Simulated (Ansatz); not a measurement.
`B[SiH](F)F` → `F[Si]F` + BH₃ at 298.15 K and 1 bar (silylene formation by 1,1-elimination).

Program: Ansatz. Geometries: PBE0-D4/def2-TZVP. ΔE: electronic, gas phase. CBS: MP2 limit from def2 TZ/QZ plus the TZ coupled-cluster correction, frozen cores. This one scheme is used for every species.

```json
{"species": "`B[SiH](F)F`", "CCSD(T)/CBS energy (Eh)": "-515.35308", "H − E (kJ/mol)": "107.9", "S (J/(mol·K))": "319.8"}
{"species": "`F[Si]F`", "CCSD(T)/CBS energy (Eh)": "-488.75686", "H − E (kJ/mol)": "23.6", "S (J/(mol·K))": "256.9"}
{"species": "BH₃", "CCSD(T)/CBS energy (Eh)": "-26.55200", "H − E (kJ/mol)": "78.7", "S (J/(mol·K))": "188.3"}
```

H − E and S are ideal-gas, rigid-rotor, harmonic terms from PBE0-D4/def2-TZVP. 1 Eh = 2625.50 kJ/mol, R = 8.31446 J/(mol·K).

By hand: ΔE, ΔH, ΔS and ΔG.

ΔE = (-488.75686) + (-26.55200) − (-515.35308) = 0.04422 Eh = 116.1 kJ/mol. Δ(H − E) = 23.6 + 78.7 − 107.9 = -5.6, so ΔH = 110.5 kJ/mol. ΔS = 256.9 + 188.3 − 319.8 = 125.4 J/(mol·K). ΔG = 110.5 − 298.15 × (125.4)/1000 = 73.1 kJ/mol.

By hand: the equilibrium constant, and the temperature at which ΔG would vanish if ΔH and ΔS stayed fixed.

log₁₀ K = −ΔG/(RT ln 10) = -12.8. ΔG = 0 at ΔH/ΔS = 881 K.

The number of gas molecules changes by +1, which sets the sign of ΔS. A doubt of 5 kJ/mol in ΔE shifts log₁₀ K by 0.9 here. Modes under 60 cm⁻¹, often nearly free rotors, make the harmonic entropy too high. These are equilibria of isolated gas molecules and say nothing of rates. Largest T1 diagnostic: 0.015 (customary marks: 0.02 for closed shells, 0.045 for open ones).
